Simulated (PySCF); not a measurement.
C$_{4}$H$_{10}$S, triplet, at the geometry of the source list (a higher spin typed on purpose: for a closed-shell molecule this is an excited state); CCSD/STO-3G run with PySCF.

The PySCF input:
```python
from pyscf import gto, scf, cc

mol = gto.Mole()
mol.atom = '''
    C     0.03180000    1.27510000   -0.66970000
    C     0.07440000    0.01580000    0.18590000
    C     0.47900000   -1.19950000   -0.63810000
    C    -1.26290000   -0.21700000    0.87770000
    S     1.31560000    0.25750000    1.54380000
    H    -0.72280000    1.16830000   -1.44670000
    H    -0.21730000    2.14040000   -0.06000000
    H     0.99360000    1.45440000   -1.14630000
    H     0.54570000   -2.08190000   -0.00600000
    H    -0.26180000   -1.38290000   -1.41400000
    H     1.44490000   -1.04270000   -1.11440000
    H    -1.21170000   -1.09570000    1.51650000
    H    -1.52530000    0.63970000    1.49430000
    H    -2.04520000   -0.36780000    0.13710000
    H     2.36190000    0.43630000    0.74000000
'''
mol.basis = 'sto-3g'
mol.spin = 2
mol.verbose = 4
mol.build()

mf = scf.UHF(mol)
mf.kernel()

mycc = cc.CCSD(mf)
mycc.kernel()
print('E(CCSD) = %.10f' % mycc.e_tot)
mf.analyze()
```

It wrote (shortened):

```
PySCF version 2.14.0

[INPUT] verbose = 4
[INPUT] num. atoms = 15
[INPUT] num. electrons = 50
[INPUT] charge = 0
[INPUT] spin (= nelec alpha-beta = 2S) = 2
[INPUT] symmetry False subgroup None
[INPUT] Mole.unit = angstrom
[INPUT] Symbol           X                Y                Z      unit          X                Y                Z       unit  Magmom
[...]
nuclear repulsion = 245.646272673077
number of shells = 27
number of NR pGTOs = 117
number of NR cGTOs = 39
basis = sto-3g
ecp = {}

******** <class 'pyscf.scf.uhf.UHF'> ********
method = UHF
initial guess = minao
damping factor = 0
level_shift factor = 0
DIIS = <class 'pyscf.scf.diis.CDIIS'>
diis_start_cycle = 1
diis_space = 8
diis_damp = 0
SCF conv_tol = 1e-09
SCF conv_tol_grad = None
SCF max_cycles = 50
direct_scf = True
direct_scf_tol = 1e-13
number electrons alpha = 26  beta = 24
Set gradient conv threshold to 3.16228e-05
init E= -549.088219995133

cycle= 1 E= -548.311667148727  delta_E= 0.777  |g|= 0.217  |ddm|=  3.5
cycle= 2 E= -548.372031814246  delta_E= -0.0604  |g|= 0.0703  |ddm|= 0.482
cycle= 3 E= -548.380951869734  delta_E= -0.00892  |g|= 0.0268  |ddm|= 0.238
cycle= 4 E= -548.382671273989  delta_E= -0.00172  |g|= 0.0146  |ddm|= 0.12
cycle= 5 E= -548.383399011433  delta_E= -0.000728  |g|= 0.00863  |ddm|= 0.105
cycle= 6 E= -548.383769654856  delta_E= -0.000371  |g|= 0.00362  |ddm|= 0.106
cycle= 7 E= -548.383841704184  delta_E= -7.2e-05  |g|= 0.00128  |ddm|= 0.0537
cycle= 8 E= -548.383848613958  delta_E= -6.91e-06  |g|= 0.000522  |ddm|= 0.0161
cycle= 9 E= -548.383849533937  delta_E= -9.2e-07  |g|= 0.000174  |ddm|= 0.00549
cycle= 10 E= -548.383849618171  delta_E= -8.42e-08  |g|= 6.51e-05  |ddm|= 0.00139
cycle= 11 E= -548.383849629009  delta_E= -1.08e-08  |g|= 2.41e-05  |ddm|= 0.000435
cycle= 12 E= -548.383849630307  delta_E= -1.3e-09  |g|= 9.95e-06  |ddm|= 9.88e-05
cycle= 13 E= -548.383849630532  delta_E= -2.25e-10  |g|= 2.67e-06  |ddm|= 4.44e-05
Extra cycle  E= -548.383849630539  delta_E= -7.28e-12  |g|= 1.58e-06  |ddm|= 4.89e-06
converged SCF energy = -548.383849630539  <S^2> = 2.0162515  2S+1 = 3.0108148

******** <class 'pyscf.cc.uccsd.UCCSD'> ********
CC2 = 0
CCSD nocc = (np.int64(26), np.int64(24)), nmo = (39, 39)
max_cycle = 50
direct = 0
conv_tol = 1e-07
conv_tol_normt = 1e-06
diis_space = 6
diis_start_cycle = 0
diis_start_energy_diff = 1e+09
Init t2, MP2 energy = -0.217025710649171
Init E_corr(UCCSD) = -0.217025710651305
cycle = 1  E_corr(UCCSD) = -0.266709009870902  dE = -0.0496832992  norm(t1,t2) = 0.084411
cycle = 2  E_corr(UCCSD) = -0.282439676334331  dE = -0.0157306665  norm(t1,t2) = 0.0349387
cycle = 3  E_corr(UCCSD) = -0.292714617276459  dE = -0.0102749409  norm(t1,t2) = 0.0187563
cycle = 4  E_corr(UCCSD) = -0.292891891910332  dE = -0.000177274634  norm(t1,t2) = 0.00942021
cycle = 5  E_corr(UCCSD) = -0.293099621328456  dE = -0.000207729418  norm(t1,t2) = 0.00586051
cycle = 6  E_corr(UCCSD) = -0.29317332867975  dE = -7.37073513e-05  norm(t1,t2) = 0.00305983
cycle = 7  E_corr(UCCSD) = -0.293160648998639  dE = 1.26796811e-05  norm(t1,t2) = 0.00130888
cycle = 8  E_corr(UCCSD) = -0.293182819736323  dE = -2.21707377e-05  norm(t1,t2) = 0.000448781
cycle = 9  E_corr(UCCSD) = -0.293191913543888  dE = -9.09380756e-06  norm(t1,t2) = 0.000159556
cycle = 10  E_corr(UCCSD) = -0.293190647317545  dE = 1.26622634e-06  norm(t1,t2) = 5.69717e-05
cycle = 11  E_corr(UCCSD) = -0.293188616635471  dE = 2.03068207e-06  norm(t1,t2) = 2.69573e-05
cycle = 12  E_corr(UCCSD) = -0.293188073761828  dE = 5.42873642e-07  norm(t1,t2) = 1.07522e-05
cycle = 13  E_corr(UCCSD) = -0.293188160407187  dE = -8.66453581e-08  norm(t1,t2) = 5.37422e-06
cycle = 14  E_corr(UCCSD) = -0.2931882534426  dE = -9.30354134e-08  norm(t1,t2) = 3.35139e-06
cycle = 15  E_corr(UCCSD) = -0.293188219917166  dE = 3.35254334e-08  norm(t1,t2) = 2.22305e-06
cycle = 16  E_corr(UCCSD) = -0.293188130618667  dE = 8.92984998e-08  norm(t1,t2) = 1.59696e-06
cycle = 17  E_corr(UCCSD) = -0.293188058954775  dE = 7.1663892e-08  norm(t1,t2) = 9.98776e-07
UCCSD converged
E(UCCSD) = -548.6770376894939  E_corr = -0.2931880589547747
E(CCSD) = -548.6770376895
**** SCF Summaries ****
Total Energy =                        -548.383849630539089
Nuclear Repulsion Energy =             245.646272673077362
One-electron Energy =                -1244.712974896433479
Two-electron Energy =                  450.682852592816971
Two-electron Coulomb Energy =          500.406873616758219
DFT Exchange-Correlation Energy =      -49.724021023941248
**** MO energy ****
                             alpha | beta                alpha | beta
[...]
To work with the spin densities directly, `use mulliken_meta_spin()` only printing them here.

 ** Mulliken spin pop alpha/beta on meta-lowdin orthogonal AOs **
 ** Mulliken Spin Density (per AO)  **
spin_pop of  0 C 1s        0.00000
spin_pop of  0 C 2s       -0.00884
spin_pop of  0 C 2px      -0.00788
spin_pop of  0 C 2py      -0.01837
spin_pop of  0 C 2pz      -0.01444
spin_pop of  1 C 1s       -0.00000
spin_pop of  1 C 2s        0.13912
spin_pop of  1 C 2px       0.26561
spin_pop of  1 C 2py       0.04640
spin_pop of  1 C 2pz       0.25954
spin_pop of  2 C 1s        0.00000
spin_pop of  2 C 2s       -0.00884
spin_pop of  2 C 2px      -0.00814
spin_pop of  2 C 2py      -0.01862
spin_pop of  2 C 2pz      -0.01392
spin_pop of  3 C 1s        0.00000
spin_pop of  3 C 2s       -0.01170
spin_pop of  3 C 2px      -0.03211
spin_pop of  3 C 2py      -0.00565
spin_pop of  3 C 2pz      -0.01268
spin_pop of  4 S 1s        0.00000
spin_pop of  4 S 2s        0.00003
spin_pop of  4 S 3s        0.05302
spin_pop of  4 S 2px       0.00018
spin_pop of  4 S 2py       0.00027
spin_pop of  4 S 2pz       0.00006
spin_pop of  4 S 3px       0.32767
spin_pop of  4 S 3py       0.96178
spin_pop of  4 S 3pz       0.06972
spin_pop of  5 H 1s        0.02257
spin_pop of  6 H 1s        0.00676
spin_pop of  7 H 1s        0.00671
spin_pop of  8 H 1s        0.00676
spin_pop of  9 H 1s        0.02256
spin_pop of  10 H 1s        0.00671
spin_pop of  11 H 1s        0.00704
spin_pop of  12 H 1s        0.00704
spin_pop of  13 H 1s        0.01502
spin_pop of  14 H 1s       -0.06339
 ** Mulliken Spin Density (per atom)  **
spin density of  0 C =     -0.04952
spin density of  1 C =      0.71067
spin density of  2 C =     -0.04952
spin density of  3 C =     -0.06213
spin density of  4 S =      1.41274
spin density of  5 H =      0.02257
spin density of  6 H =      0.00676
spin density of  7 H =      0.00671
spin density of  8 H =      0.00676
spin density of  9 H =      0.02256
spin density of  10 H =      0.00671
spin density of  11 H =      0.00704
spin density of  12 H =      0.00704
spin density of  13 H =      0.01502
spin density of  14 H =     -0.06339
 ** Mulliken pop alpha/beta on meta-lowdin orthogonal AOs **
 ** Mulliken pop       alpha | beta **
[...]
In total            26.00000 | 24.00000
 ** Mulliken atomic charges   ( Nelec_alpha | Nelec_beta ) **
charge of  0C =     -0.11745  (     3.03396      3.08349 )
charge of  1C =     -0.12871  (     3.41969      2.70902 )
charge of  2C =     -0.11744  (     3.03396      3.08348 )
charge of  3C =     -0.11558  (     3.02673      3.08886 )
charge of  4S =      0.36988  (     8.52143      7.10869 )
charge of  5H =      0.02125  (     0.50066      0.47809 )
charge of  6H =      0.01534  (     0.49571      0.48895 )
charge of  7H =      0.01341  (     0.49665      0.48994 )
charge of  8H =      0.01533  (     0.49571      0.48895 )
charge of  9H =      0.02126  (     0.50065      0.47809 )
charge of  10H =      0.01341  (     0.49665      0.48994 )
charge of  11H =      0.01630  (     0.49537      0.48833 )
charge of  12H =      0.01629  (     0.49538      0.48833 )
charge of  13H =      0.01972  (     0.49765      0.48263 )
charge of  14H =     -0.04301  (     0.48981      0.55320 )
Dipole moment(X, Y, Z, Debye):  1.86549,  0.34852,  0.89213
```
